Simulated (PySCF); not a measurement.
**InF⁺: frontier orbitals**

PBE at R = 1.925 Å; In def2-TZVPPD with ECP28, F def2-TZVPPD; scalar-relativistic core potentials (PySCF 2.14). State: ²Σ⁺ (doublet), unpaired electrons σ ↑. Only the outer orbitals are listed, counted within each symmetry, core potentials removing the inner ones.

```tsv
spin	orbital	occ.	ε (eV)	on In (%)	main shells (%)
α	6σ	1	-17.91	38	60 F p, 35 In s
α	3π	1	-15.60	4	96 F p
α	3π	1	-15.60	4	96 F p
α	7σ	1	-14.55	76	62 In s, 24 F p, 13 In p
α	4π	0	-8.95	99	98 In p
α	4π	0	-8.95	99	98 In p
α	8σ	0	-6.77	102	87 In p, 9 In d
β	6σ	1	-17.10	44	55 F p, 40 In s
β	3π	1	-15.37	4	96 F p
β	3π	1	-15.37	4	96 F p
β	7σ	0	-13.45	72	59 In s, 28 F p, 11 In p
β	4π	0	-8.34	99	99 In p
β	4π	0	-8.34	99	99 In p
```

Problem. Which are the highest filled and the lowest empty level, where do they sit, and how wide is the gap?

Solution. Highest filled α 7σ at -14.55 eV (in %: 62 In s, 24 F p, 13 In p); lowest empty β 7σ at -13.45 eV (in %: 59 In s, 28 F p, 11 In p); the gap at PBE is 1.10 eV.

```json
{"bond order (Mayer)": "1.00", "⟨S²⟩": "0.752", "charge on In (Mulliken, basis-dependent)": "1.23", "charge on In (Löwdin, basis-dependent)": "1.39", "dipole moment (positive dipole points towards F; it is taken about the centre of mass and depends on that origin)": "-3.34 D", "polarisability along the bond": "34.3 bohr³", "polarisability across the bond": "22.8 bohr³"}
```

Shares are Mulliken populations and can fall outside 0 to 100 %.

Spin–orbit coupling is left out. The state was picked by a PBE0 search and need not be the measured ground state.
